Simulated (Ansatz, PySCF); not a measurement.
Process, species as SMILES: [Li][Li] -> 2 Li atom (the Li-Li bond at the site shown breaks; other sites are not compared here)
Geometries: B3LYP-D3(BJ)/def2-TZVP minima from Ansatz (an electronic-structure program). Unstable Hartree-Fock reference: [Li][Li].

Wanted: bond dissociation energy (enthalpy at 298 K, with B3LYP-D3(BJ) rigid-rotor harmonic-oscillator terms from PySCF), in kcal/mol. Cores are frozen in the correlated levels unless marked. Open shells are spin-unrestricted. Spin-orbit coupling is left out. No relativistic terms. CBS(X,Y): correlation extrapolated as X^-3; Hartree-Fock from the larger set.

```tsv
level	program	bond dissociation energy (kcal/mol)
PBE-D3(BJ)/def2-TZVPD	Ansatz + dftd3	20.2
revPBE-D3(BJ)/def2-TZVPD	Ansatz + dftd3	20.1
M06-L/def2-TZVPD	PySCF	25.4
r2SCAN-D3(BJ)/def2-TZVPD	Ansatz + dftd3	18.1
PBE0-D3(BJ)/def2-TZVPD	Ansatz + dftd3	19.5
PBE0/def2-TZVPD	Ansatz	19.1
wB97X/def2-TZVPD	Ansatz	[?]
SCS-MP2/def2-QZVPPD	Ansatz	20.0
CCSD/def2-QZVPPD	Ansatz	24.0
CCSD(T)/CBS(def2-TZVPPD,def2-QZVPPD)	Ansatz	[?]
```

Task: Fill in the missing entries.

Result: 
- wB97X/def2-TZVPD, bond dissociation energy (kcal/mol): 20.8
- CCSD(T)/CBS(def2-TZVPPD,def2-QZVPPD), bond dissociation energy (kcal/mol): 24.7
